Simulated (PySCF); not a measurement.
B3LYP has the VWN-RPA correlation part, as in Gaussian. Delta-SCF ions had no search for a lower state. Excitations are Tamm–Dancoff values on a coarser integration grid. The basis has no diffuse functions, so Rydberg states are missing or too high.

Cartesian coordinates (Å):
```xyz
11

B      1.8214     0.1004    -0.7351
O      0.9248    -0.5239     0.0377
C     -0.1561     0.1632     0.6540
C     -1.4695    -0.3221     0.0932
H      1.7395     1.2873    -0.9216
H      2.6860    -0.5720    -1.2178
H     -0.0367     1.2420     0.5055
H     -0.0958    -0.0433     1.7263
H     -2.3012     0.1644     0.6079
H     -1.5447    -0.0945    -0.9723
H     -1.5677    -1.4015     0.2223
```
Charge 0, multiplicity 1.

Question: Give the S1–T1 gap (TDA), T1 excitation (TDA), total energy, brightest of the four lowest singlets (TDA), vertical ionisation energy (Delta-SCF), HOMO–LUMO gap, LUMO and S1 excitation (TDA) at the level B3LYP-D3(BJ)/def2-TZVP // PBE0-D4/def2-TZVP (PySCF 2.14.0).

Answer: 
```
Property                                           Result
-------------------------------------------  ------------
S1–T1 gap (TDA)                                   0.54 eV
T1 excitation (TDA)                               5.74 eV
total energy                                 -180.6175 Ha
brightest of the four lowest singlets (TDA)       7.94 eV
vertical ionisation energy (Delta-SCF)           10.92 eV
HOMO–LUMO gap                                     7.76 eV
LUMO                                             -0.56 eV
S1 excitation (TDA)                               6.29 eV
```
